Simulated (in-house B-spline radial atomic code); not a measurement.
RPA and G0W0 on Hartree-Fock: the caesium ion Cs⁺

Configuration [Kr] 4d10 5s2 5p6, mean-field start Hartree-Fock. Computed with a B-spline radial code for spherical atoms: all electrons, scalar-relativistic (spin-free one-electron X2C), finite nucleus, each spin shell either full or empty, empty states to l = 9 with an (l + 1/2)⁻⁴ tail; G0W0 by contour deformation at full frequency.

Spin-orbit coupling, left out, splits p levels strongly here.

Command:
```bash
python run_gw.py task.json out
```
Settings (radii: box in bohr, nucleus in fm):
```
Z                        55
electrons                54
configuration            [Kr] 4d10 5s2 5p6
hamiltonian              x2c
method                   hf
lmax                     9
rms_radius               4.8041
spin_polarised           False
box_radius               23.78
intervals                70
```

Cost of the run: 5.1 s on 1 thread of Arm Neoverse N1, with other jobs on the host.

Energies (hartree):

| term | value |
| --- | --- |
| mean-field total | -7783.00864 |
| Hartree-Fock functional on these orbitals | -7783.00864 |
| direct second order | -4.3998 |
| second-order exchange | 1.2061 |
| SOSEX correction | 1.1398 |

(1) What is the RPA correlation energy, and what remains with SOSEX?

Quasi-particle levels (eV):

```json
{"level": "5p", "occupied": "yes", "mean field": "-23.449", "Σx - vxc": "0.00", "Σc": "?", "QP weight": "?", "G0W0": "?"}
{"level": "5s", "occupied": "yes", "mean field": "-40.53", "Σx - vxc": "0.00", "Σc": "2.05", "QP weight": "0.860", "G0W0": "-38.48"}
{"level": "6s", "occupied": "no", "mean field": "-3.464", "Σx - vxc": "0.00", "Σc": "-0.35", "QP weight": "0.992", "G0W0": "-3.819"}
```

G0W0 = mean field + (Σx - vxc) + Σc, with Σc (partial-wave tail included) taken at the quasi-particle energy. Only the outer levels were computed. Levels of low weight are left out.

(2) Where does G0W0 put 5p?

## Answers

(1) RPA gives -3.9463 hartree (-1.99 eV per electron); RPA + SOSEX gives -2.8065, and the second-order doubles (MP2) -3.1937 hartree. SOSEX takes back 29 % of the RPA value.

(2) At -24.186 eV, with Σc = -0.74 eV and a quasi-particle weight of 0.953. The tabulated removal energy is 23.157 eV (NIST, measured); the calculation leaves out spin-orbit coupling, Breit and QED terms, and what these don't explain is the method's own error.
